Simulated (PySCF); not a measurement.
# Electron correlation in Nd³⁺ (neodymium, charge +3)

[Xe] 4f3, one real determinant. All numbers are calculated (PySCF 2.14, scalar relativity by spin-free X2C-1e, in cc-pVDZ-X2C). Frozen: [Kr] 4d10; 11 electrons correlated.

```json
{"level": "CCSD", "correlation energy (mhartree)": "-263.26"}
{"level": "(T)", "correlation energy (mhartree)": "-9.71"}
{"level": "CCSD(T)", "correlation energy (mhartree)": "-272.97"}
```

Diagnostics: T1 = 0.0058, D1 = 0.0157, largest double amplitude 0.209.

Task: Is a single reference adequate?

Result: Not fully. The real determinant used has ⟨L²⟩ near 34 against 42 for a pure I term, so it mixes terms. Spin-orbit coupling, absent here, splits the open shell strongly. A double-excitation amplitude exceeds 0.15, a sign of near-degeneracy.

The reference is one real determinant that mixes LS terms of this configuration.
